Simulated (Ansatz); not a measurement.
Ansatz (a program for electronic structure) input (HSE06/def2-TZVPD):

Ansatz 0.2 input:
```yaml
crystal:
  periodic: [false, false, false]
  atoms:
    - {symbol: Sn, position_ang: [-0.00000000, -0.00000000, -0.01222181]}
    - {symbol: O, position_ang: [-0.00000000, -0.00000000, -1.81101756]}
    - {symbol: O, position_ang: [0.00000000, 0.00000000, 1.88740388]}
basis:
  gaussian:
    orbitals: def2-TZVPD
hamiltonian:
  xc: {name: HSE06}
total_charge: 1
magnetization: {spin_polarized: true, initial_magnetization: 1}
output: {forces: true}
```

Output:

```
Functional definition: HSE06
integrals: 0.06 GiB planned
856 factors; their error is unknown
integrals: 0.09 GiB planned
51 factors; integrals over basis functions are off by at most 1.5e-4 eV
mean field: 0.63 GiB planned
mean field evaluation 1: about -9883.3663 eV, gradient 8.3e1 eV
mean field evaluation 2: about -9707.5055 eV, gradient 1.5e2 eV
mean field evaluation 4: about -9904.6350 eV, gradient 3.2e1 eV
mean field evaluation 8: about -9909.8163 eV, gradient 9.5e-1 eV
mean field evaluation 16: about -9909.9071 eV, gradient 1.2e-2 eV
mean field evaluation 32: about -9909.9071 eV, gradient 5.2e-5 eV
mean field -9909.90714900 eV, -364.1823705494 hartree, gradient 5.2e-5 eV, S^2 0.775417; 2 other end points of the search recorded, 0 dependent functions left out
the calculation of the forces begins
reference -9909.90719698 eV, -364.1823723125 hartree; 19, 18 occupied and 117, 118 virtual orbitals, 856 factors
Total energy: -9909.90719698 eV, -364.1823723125 hartree
Atom 0 at    -0.000000    -0.000000    -0.012222 Å, force    -0.000000    -0.000000    -0.764714 eV/Å
Atom 1 at    -0.000000    -0.000000    -1.811018 Å, force     0.000000     0.000000     0.770493 eV/Å
Atom 2 at     0.000000     0.000000     1.887404 Å, force     0.000000     0.000000    -0.005779 eV/Å
Dipole moment:     0.000000     0.000000     0.401245 e Å
```
